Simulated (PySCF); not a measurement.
Species: cyclo-(Cl2SnSe)2.
Cartesian coordinates in Å at the PBE0-D3(BJ)/def2-SVP level; atoms count from 1:
```xyz
8
Cl4Se2Sn2 angstrom
Sn    -0.703   -0.619    1.326
Cl    -1.652   -2.727    1.641
Cl    -1.052    0.535    3.318
Se    -1.707    0.593   -0.662
Sn     0.739    0.597   -1.349
Cl     1.096   -0.550   -3.344
Cl     1.675    2.712   -1.647
Se     1.742   -0.627    0.633
```

Theory: TDDFT PBE0/def2-SVPD, vertical, gas phase, core orbitals frozen in the response, def2 core potentials past Kr in PySCF. Spin–orbit coupling is left out.

Ground-to-excited transition dipoles (e·a0, same axes as the geometry; the sign carries no meaning), for the states with f of 0.002 or more among the lowest 10:

```json
{"state": "S4", "E (eV)": "3.854", "μx": "-0.065", "μy": "-0.449", "μz": "-0.240"}
{"state": "S6", "E (eV)": "4.463", "μx": "-0.487", "μy": "0.186", "μz": "-0.206"}
{"state": "S8", "E (eV)": "4.827", "μx": "0.563", "μy": "-0.194", "μz": "0.250"}
{"state": "S10", "E (eV)": "4.863", "μx": "-0.040", "μy": "-0.465", "μz": "-0.235"}
```

**Question.** Work out the oscillator strengths.

**Answer.** f = (2/3) ΔE |μ|² with ΔE in hartree (27.2114 eV).

```tsv
state	|μ|² (au)	|μ| (D)	f
S4	0.263	1.30	0.025
S6	0.315	1.43	0.034
S8	0.417	1.64	0.049
S10	0.273	1.33	0.033
```

**Question.** What angle do the transition dipoles of S4 and S6 make?

**Answer.** |cos θ| = |μa·μb| / (|μa| |μb|) = 0.01, so θ ≈ 89° (taken between 0 and 90°, since the signs are arbitrary).

**Question.** What peak molar absorption coefficient would the strongest computed level give as a lone Gaussian band 0.3 eV wide at half height?

**Answer.** ε(max) = 2.175×10⁸ f / FWHM, with the width in cm⁻¹. S8: 2.175×10⁸ × 0.0494 / 2420 ≈ 4400 L mol⁻¹ cm⁻¹.

The vertical ionisation energy (ΔSCF) is 9.67 eV, 4.81 eV above S10.

On an Arm Neoverse V1 with one thread, shared host with 32 logical CPUs at a one-minute load of 9.6, this took 6.6 min wall (grids of density and orbitals included) and 1.5 GiB of memory at its peak.

One conformer stands for the species.
